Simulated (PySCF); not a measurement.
Level of theory: delta-SCF UKS SCAN, pcX-2 on the ionised atom, pcseg-1 elsewhere, spin-free X2C (PySCF). Geometries: GFN2-xTB; isolated species, one conformer each. Values against the vacuum level.

**Question.** Rank by computed C 1s binding energy, lowest first.
A. Carbon in `N#C[SiH3]`
B. C2 in `[CH2:1]=[C:2]1[CH:3]=[N:4][Si@@H:5]1[Cl:6]`
C. C2 in `[CH3:1][CH2:2][NH:3][CH3:4]`

**Answer.** B (290.50 eV), C (291.21 eV), A (291.98 eV).

From the lowest up, the atoms are bonded to: C (double bond), C and Si (290.50); N, C and 2 H (291.21); N (triple bond) and Si (291.98).

**Question.** Rank by computed N 1s binding energy, lowest first.
A. Nitrogen in `N#C[SiH3]`
B. Nitrogen in `CNCC` (C3H9N)
C. Nitrogen in `C=C1C=N[Si@@H]1Cl`

**Answer.** C (403.79 eV), B (404.63 eV), A (405.45 eV).

From the lowest up, the atoms are bonded to: C (double bond) and Si (403.79); 2 C and H (404.63); C (triple bond) (405.45).
